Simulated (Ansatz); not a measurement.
Total energies of Cs3⁺ (the lowest singlet isomer of a short search) from Ansatz at PBE/def2-TZVP, gas phase (1 Eh = 27.2114 eV = 2625.5 kJ/mol). The reference geometry is relaxed at PBE0/def2-TZVP.

```xyz
3

Cs    0.766    2.614    1.336
Cs   -1.666   -2.042    1.505
Cs    0.899   -0.573   -2.841
```

```json
{"state": "charge 1 singlet", "geometry": "reference", "energy (Eh)": "-60.35386"}
{"state": "charge 0 doublet", "geometry": "reference", "energy (Eh)": "-60.46600"}
{"state": "charge 1 triplet", "geometry": "relaxed at PBE0/def2-TZVP", "energy (Eh)": "-60.33663"}
{"state": "charge 1 quintet", "geometry": "relaxed at PBE0/def2-TZVP", "energy (Eh)": "-59.87719"}
```

In the def2 sets Cs takes a core potential; there is no spin–orbit coupling.

Task: Work out the vertical electron affinity, to the doublet.

Result: E(charge 1 singlet) − E(charge 0 doublet) = -60.35386 − (-60.46600) = 0.11214 Eh = 3.05 eV.

Task: Which of the charge 1 states is lowest, and how far above it are the others?

Result: The singlet. triplet: -60.33663 − (-60.35386) = 0.01723 Eh = 45.2 kJ/mol; quintet: -59.87719 − (-60.35386) = 0.47667 Eh = 1251.5 kJ/mol. The triplet differs in its bonds from the reference. The quintet differs in its bonds from the reference.

At PBE/def2-TZVP the gap within one spin of the charge 0 doublet nearly closes, so an electron or hole may be smeared out by delocalisation error. At PBE/def2-TZVP the gap within one spin of the charge 1 quintet nearly closes, so an electron or hole may be smeared out by delocalisation error. 

The structure comes from a short search, and lower isomers may exist.
